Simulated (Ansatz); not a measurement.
Ansatz (an electronic-structure program) input (HF/6-31G*):

Ansatz 0.2 input:
```yaml
crystal:
  periodic: [false, false, false]
  atoms:
    - {symbol: C, position_ang: [-1.80406700, 0.42418000, -0.33302600]}
    - {symbol: C, position_ang: [-0.58762700, -0.50189900, -0.18708000]}
    - {symbol: B, position_ang: [0.62288800, 0.10877300, 0.59146400]}
    - {symbol: N, position_ang: [1.96155800, 0.02791000, 0.26369700]}
    - {symbol: H, position_ang: [-1.54723600, 1.32947200, -0.88675800]}
    - {symbol: H, position_ang: [-2.61995100, -0.06944400, -0.86490700]}
    - {symbol: H, position_ang: [-2.17585100, 0.73519300, 0.64451800]}
    - {symbol: H, position_ang: [-0.26050300, -0.84341200, -1.18154600]}
    - {symbol: H, position_ang: [-0.89280700, -1.40819200, 0.35074600]}
    - {symbol: H, position_ang: [2.69744600, 0.42718500, 0.82222900]}
    - {symbol: H, position_ang: [2.30372200, -0.44372300, -0.56684600]}
basis:
  gaussian:
    orbitals: 6-31G*
hamiltonian:
  xc: {name: HF}
magnetization: {spin_polarized: true, initial_magnetization: 1}
relax: {f_tol: 0.003, max_steps: 120}
```

From the output:

```
the calculation of the forces begins
reference -4324.65515654 eV, -158.9281456461 hartree; 16, 15 occupied and 58, 59 virtual orbitals, 891 factors
relax step  10: F+E_penalty+E_count = -4324.65515654 eV  Δ(F+E_penalty+E_count) = -7.469e-6 eV  max|allowed force component| = 8.429e-3 eV/Å  Δτ_max = 0.0082 Å  (32 SCF iters, accepted)
these checks for a lower state are left out or cut short: starts, cluster_reference, orbital_swaps, neighbouring_geometries, increment
integrals: 0.02 GiB planned
891 factors; integrals over basis functions are off by at most 3.5e-4 eV
mean field: 0.24 GiB planned
mean field -4324.65515750 eV, -158.9281456815 hartree, gradient 1.6e-5 eV, S^2 0.755498; 0 other end points of the search recorded, 0 dependent functions left out
the calculation of the forces begins
reference -4324.65515750 eV, -158.9281456815 hartree; 16, 15 occupied and 58, 59 virtual orbitals, 891 factors
relax step  11: F+E_penalty+E_count = -4324.65515750 eV  Δ(F+E_penalty+E_count) = -9.607e-7 eV  max|allowed force component| = 2.481e-3 eV/Å  Δτ_max = 0.0026 Å  (31 SCF iters, accepted)
integrals: 0.02 GiB planned
891 factors; integrals over basis functions are off by at most 3.5e-4 eV
mean field: 0.24 GiB planned
mean field -4324.65515750 eV, -158.9281456815 hartree, gradient 1.6e-5 eV, S^2 0.755498; 1 other end points of the search recorded, 0 dependent functions left out
the calculation of the forces begins
reference -4324.65515750 eV, -158.9281456815 hartree; 16, 15 occupied and 58, 59 virtual orbitals, 891 factors
Total energy: -4324.65515750 eV, -158.9281456815 hartree
Atom 0 at    -1.809587     0.420390    -0.333545 Å, force    -0.001640    -0.002249     0.000447 eV/Å
Atom 1 at    -0.582226    -0.491559    -0.194040 Å, force     0.000738     0.001867    -0.000211 eV/Å
Atom 2 at     0.628808     0.148297     0.603679 Å, force     0.002481    -0.001416    -0.001034 eV/Å
Atom 3 at     1.969323     0.020486     0.265156 Å, force    -0.001357     0.001113    -0.001895 eV/Å
Atom 4 at    -1.568550     1.327403    -0.880674 Å, force     0.000992    -0.000815     0.000159 eV/Å
Atom 5 at    -2.616021    -0.076624    -0.864679 Å, force    -0.000474     0.000661    -0.000068 eV/Å
Atom 6 at    -2.186101     0.718850     0.639621 Å, force    -0.000034     0.000117    -0.000151 eV/Å
Atom 7 at    -0.257296    -0.821823    -1.182874 Å, force     0.000098     0.000034     0.000422 eV/Å
Atom 8 at    -0.876306    -1.397531     0.337796 Å, force    -0.001061     0.000750    -0.000224 eV/Å
Atom 9 at     2.708018     0.416364     0.802195 Å, force     0.000543    -0.000921     0.000121 eV/Å
Atom 10 at     2.287509    -0.478210    -0.540142 Å, force    -0.000285     0.000859     0.002433 eV/Å
Dipole moment:     0.317803    -0.087563    -0.131789 e Å
```

The geometry given is a B3LYP-D3(BJ)/def2-TZVP minimum.
